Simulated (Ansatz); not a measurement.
C2H4AlNO can be A, `[CH3][AlH][N]=C=O`, or B, `N=[C]1C[O][AlH]1`.

Computed with Ansatz on PBE0-D4/def2-TZVP structures; ΔE is electronic, products minus reactants. CCSD(T)/CBS adds triple-zeta CCSD(T) − MP2 to the extrapolated MP2 energy (def2 sets, frozen cores). Functionals use def2-TZVPP. B3LYP here is the variant with VWN-RPA as its local correlation; programs differ in this. Each species was taken in one conformer, which may not be the lowest.

A:

```xyz
9

C    -0.2094    0.7736    1.4800
Al   -0.7073   -0.4567    0.0680
N     0.3592   -0.5765   -1.3480
C     1.0640   -0.6724   -2.3080
O     1.7542   -0.7640   -3.2445
H    -0.9767    0.8579    2.2529
H     0.7175    0.4480    1.9641
H    -0.0161    1.7734    1.0797
H    -1.9853   -1.3834    0.0557
```

B:

```xyz
9

N    -0.2275    0.4958   -1.8512
C    -0.0108    0.0738   -0.6854
C    -0.5364    0.7508    0.5830
O    -0.0399   -0.0787    1.6406
Al    0.7726   -1.2050    0.6226
H     0.2104   -0.0980   -2.5546
H    -0.1521    1.7729    0.6751
H    -1.6317    0.7810    0.5917
H     1.6155   -2.4927    0.9783
```

Q: Which isomer does CCSD(T)/CBS put lower? Give the gap. (An estimate is asked.)

A: Computed: A, by 46.9 kcal/mol.

Q: Give E(B) − E(A) in kcal/mol with r2SCAN-D4, BLYP-D4, MP2/def2-TZVPP, ωB97M-V, CCSD(T)/def2-SVP, B3LYP-D4, LDA (SPW92). (Best estimate.)

A: Ansatz gave: r2SCAN-D4 52.2, BLYP-D4 51.4, MP2/def2-TZVPP 51.6, ωB97M-V 48.3, CCSD(T)/def2-SVP 52.6, B3LYP-D4 51.5, LDA (SPW92) 43.8. None reverses the order clearly.

Q: Does the order hold for the free energy at 298.15 K (harmonic terms from PBE0-D4)? (An estimate is asked.)

A: Ansatz gave: Yes: G(B) − G(A) = +52.3 kcal/mol, for one conformer each. Modes under 60 cm⁻¹, often nearly free rotors, make the harmonic entropy too high.

Largest T1 diagnostic: 0.015.

The D4 term adds −1.1 kcal/mol with B3LYP and −0.5 kcal/mol with PBE0; it sums over pairs of atoms, weighted by their polarisabilities, and B3LYP, whose exchange is more repulsive, gets the larger term. Leaving LDA and LC-ωPBE aside and taking each functional with its dispersion term where it has one, the values, not all of them listed here, spread over 4.4 kcal/mol, from ωB97M-V to B97M-V. LDA lies −5.3 kcal/mol from PBE without D4.
